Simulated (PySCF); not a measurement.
## A small calculation by hand: entropy of an ideal gas

B(Cl)(Me)(NH2) (CH5BClN), SMILES CB(N)Cl.

Geometry: B3LYP-D3(BJ)/def2-SVP. One conformer was computed; it need not be the lowest.

B3LYP-D3(BJ)/def2-SVP run with PySCF gives the harmonic wavenumbers 125, 289, 342, 417, 524, 601, 606, 843, 855, 892, 1144, 1314, 1383, 1435, 1453, 1594, 3026, 3102, 3112, 3590, 3694 cm⁻¹ and the rotational temperatures 0.3959, 0.2124, 0.1408 K. The molar mass is 77.32 g/mol, the symmetry number 1, the spin multiplicity 1.

**Question.** Work out the entropy at 298.15 K and 1 atm in the rigid-rotor, harmonic-oscillator model.

**Answer.** 
Translation (Sackur–Tetrode at 1 atm): S = R[1.5 ln M + 2.5 ln T − 1.16487] = 163.0 J/(mol K).
Rotation: q = (√π/σ) T^1.5/√(θA θB θC) = 83900, S = R[ln q + 3/2] = 106.7 J/(mol K).
Vibration: with u = 1.4388 ν/T, each mode gives R[u/(e^u − 1) − ln(1 − e^−u)]:
| ν (cm⁻¹) | modes | u | S (J/(mol K)) |
|---|---|---|---|
| 125 | 1 | 0.60 | 12.64 |
| 289 | 1 | 1.39 | 6.19 |
| 342 | 1 | 1.65 | 5.03 |
| 417 | 1 | 2.01 | 3.77 |
| 524 | 1 | 2.53 | 2.51 |
| 601 | 1 | 2.90 | 1.87 |
| 606 | 1 | 2.92 | 1.84 |
| 843 | 1 | 4.07 | 0.73 |
| 855 | 1 | 4.13 | 0.70 |
| 892 | 1 | 4.30 | 0.60 |
| 1144 | 1 | 5.52 | 0.22 |
| 1314 | 1 | 6.34 | 0.11 |
| 1383 | 1 | 6.67 | 0.08 |
| 1435 | 1 | 6.92 | 0.06 |
| 1453 | 1 | 7.01 | 0.06 |
| 1594 | 1 | 7.69 | 0.03 |
The stiffer modes add less than 0.005 each. Sum 36.5 J/(mol K).
Spin: R ln 1 = 0.0 J/(mol K).
Total 306.2 J/(mol K); the program's own thermochemistry gives 306.2. Translation makes up 53 % and vibration 12 %. Anharmonicity, hindered rotation and orbital degeneracy are left out.
